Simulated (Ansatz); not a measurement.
`C[SiH2]C(F)Br`. Charge 0, multiplicity 1. The structure was optimised at the PBE0-D4/def2-TZVP level. It is one conformer, not always the lowest.

```xyz
11

C    -0.449    1.489    0.276
Si   -0.193   -0.011   -0.792
C     0.442   -1.468    0.264
F    -0.442   -1.776    1.262
Br    2.158   -0.978    1.065
H     0.494    1.816    0.717
H    -1.149    1.264    1.084
H    -0.860    2.311   -0.313
H     0.814    0.201   -1.862
H    -1.470   -0.468   -1.405
H     0.655   -2.380   -0.295
```

Task: What is the dipole moment at r2SCAN/def2-TZVPP? (Estimate.)

Result: Ansatz gave: 1.61 D, with components (-0.71, 0.77, -1.22) D in this frame, pointing from negative to positive charge.

Task: And with PBE, B3LYP, ωB97M-V? (Estimate.)

Result: Ansatz gave: PBE 1.48 D, B3LYP 1.62 D, ωB97M-V 1.62 D.

Task: Give the Mulliken charges with r2SCAN, B3LYP, PBE in def2-TZVPP. (Estimate.)

Result: Ansatz gave: 
```json
{"atom": "C1", "r2SCAN": "-0.30", "B3LYP": "-0.39", "PBE": "-0.37"}
{"atom": "Si2", "r2SCAN": "0.30", "B3LYP": "0.30", "PBE": "0.22"}
{"atom": "C3", "r2SCAN": "0.12", "B3LYP": "0.08", "PBE": "0.07"}
{"atom": "F4", "r2SCAN": "-0.20", "B3LYP": "-0.21", "PBE": "-0.16"}
{"atom": "Br5", "r2SCAN": "-0.14", "B3LYP": "-0.13", "PBE": "-0.12"}
{"atom": "H6", "r2SCAN": "0.09", "B3LYP": "0.12", "PBE": "0.12"}
{"atom": "H7", "r2SCAN": "0.09", "B3LYP": "0.12", "PBE": "0.12"}
{"atom": "H8", "r2SCAN": "0.08", "B3LYP": "0.11", "PBE": "0.11"}
{"atom": "H9", "r2SCAN": "-0.06", "B3LYP": "-0.06", "PBE": "-0.05"}
{"atom": "H10", "r2SCAN": "-0.07", "B3LYP": "-0.07", "PBE": "-0.06"}
{"atom": "H11", "r2SCAN": "0.09", "B3LYP": "0.13", "PBE": "0.12"}
```

B3LYP here is the variant with VWN-RPA as its local correlation; programs differ in this.
